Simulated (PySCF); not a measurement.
Working out the ionisation energy of Sb+

Sb+ [Kr] 4d10 5s2 5p2 (3P) → Sb(2+) [Kr] 4d10 5s2 5p1 (2P). All numbers are calculated (PySCF 2.14, a scalar-relativistic core potential, in aug-cc-pVDZ-PP with ECP28MDF (5s4p3d, 32 functions)). Frozen: 4s2 4p6 4d10. Energies in hartree (1 hartree = 27.21139 eV):

| part | Sb+ (lower) | Sb(2+) (upper) |
| --- | --- | --- |
| UHF | -238.957245 | -238.369407 |
| CCSD correlation | -0.050541 | -0.041159 |
| (T) | -0.000603 | -0.000340 |

Q: What does Hartree-Fock give?

A: (-238.369407) − (-238.957245) = 0.587838 hartree = 15.996 eV.

Q: What do CCSD and CCSD(T) give?

A: The CCSD correlation energies differ by 0.009382 hartree = 0.255 eV and the triples by 0.000263 hartree = 0.007 eV, so CCSD gives 16.251 eV and CCSD(T) 16.258 eV.

Reference: 16.626 ± 0.025 eV (measured; NIST Atomic Spectra Database, ionization energies), between the lowest levels; spin-orbit coupling is absent from the calculation.

A double-zeta basis recovers only part of the correlation energy.

What remains against the reference includes basis incompleteness, the frozen core and higher excitations.
